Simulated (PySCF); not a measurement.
# C₄H₆F₂O₂Si: full NMR table

- Formula: C4H6F2O2Si
- SMILES: COC1=C[C@@H](F)[Si@H](F)O1
- InChI: InChI=1S/C4H6F2O2Si/c1-7-4-2-3(5)9(6)8-4/h2-3,9H,1H3/t3-,9+/m0/s1
- Point group of the computed structure: C1
- Degrees of unsaturation: 2
- Carbon signals: 4
- Proton signals: 4

Bonds (- single, = double, # triple, : aromatic): C1-O2 1.417 Å, O2-C3 1.335 Å, C3=C4 1.333 Å, C4-C5 1.497 Å, C5-F6 1.399 Å, C5-Si7 1.919 Å, Si7-F8 1.607 Å, Si7-O9 1.640 Å, O9-C3 1.373 Å. C1 carries H10, H11, H12; C4 carries H13; C5 carries H14; Si7 carries H15. Stereochemistry as in COC1=C[C@@H](F)[Si@H](F)O1.

- σ from GIAO-PBE0/pcSseg-1
- structure optimised with GFN2-xTB
- program: PySCF 2.14.0 with density-fitted response routines
- non-relativistic, one computed conformer, gas phase, fast rotation and ring inversion assumed for equivalent nuclei

Shifts are taken against calculated references (same method and geometry level): 1H, 13C, 29Si against TMS; CFCl3 for 19F; H2O for 17O.

| carbon | δC, type | δH (multiplicity) | HMBC from (2–3 bonds) | span of the C tensor (ppm) |
| --- | --- | --- | --- | --- |
| C1 | 55.8, CH3 | 3.92 (s) | – | 74 |
| C3 | 172.0, C | – | H14, H15, H13, H10/H11/H12 | 141 |
| C4 | 81.7, CH | 4.83 (m) | H14, H15 | 104 |
| C5 | 93.3, CH | 5.77 (m) | H15, H13 | 92 |

Other nuclei:
| atoms | nucleus | environment | δ (ppm) | σ (ppm) |
| --- | --- | --- | --- | --- |
| H15 | 1H | hydrogen on a silicon bonded to C, F, O, in a 5-membered ring | 5.19 | 26.53 |
| F8 | 19F | fluorine bonded to Si | -166.5 | 337.5 |
| F6 | 19F | fluorine on an sp3 carbon | -242.9 | 413.9 |
| Si7 | 29Si | silicon bonded to C, F, O, H, in a 5-membered ring | -2.5 | 351.6 |
| O9 | 17O | oxygen bonded to C, Si, in a 5-membered ring | 144.9 | 191.2 |
| O2 | 17O | ether oxygen | 106.6 | 229.5 |

- Carbon types of the structure: 1 × C, 2 × CH, 1 × CH3, leaving 1 H on heteroatoms.
- δC 172.0: alkene carbon bearing oxygen; an sp2 carbon further deshielded by the attached heteroatom.
- δC 93.3: allylic sp3 CH bonded to F and Si; the inductive effect lowers its shielding.
- δC 81.7: β carbon of an enol-ether or enamine type C=C; the O or N lone pair pushes π density onto this β carbon and shields it.
- δC 55.8: methyl carbon bonded to O; deshielded by the electronegative neighbour.
- δH 3.92: hydrogen on a methyl carbon bonded to O; its carbon carries O, an electronegative neighbour.

Splittings by 19F in the carbon and heteronuclear signals aren't shown, as no couplings were computed. Shifts are as computed. Against solution values, carbons near 30 ppm lie about +3 ppm off and those near 130 ppm about +5 ppm. Of 1309 compounds with measured shifts, 239 miss one by over three times the rms of a fit or turn the order of signals round; such compounds aren't used in these exercises. Unscaled 19F shifts against computed CFCl3 carry errors that often reach 10 to 50 ppm. Experimental scales use liquid or dissolved standards, which lie at an offset from isolated H2O (liquid H2O: subtract about 36 ppm). Multiplicities follow the n + 1 count of equivalent neighbours, as no J values were calculated; m marks all less simple cases, F and P coupling included.
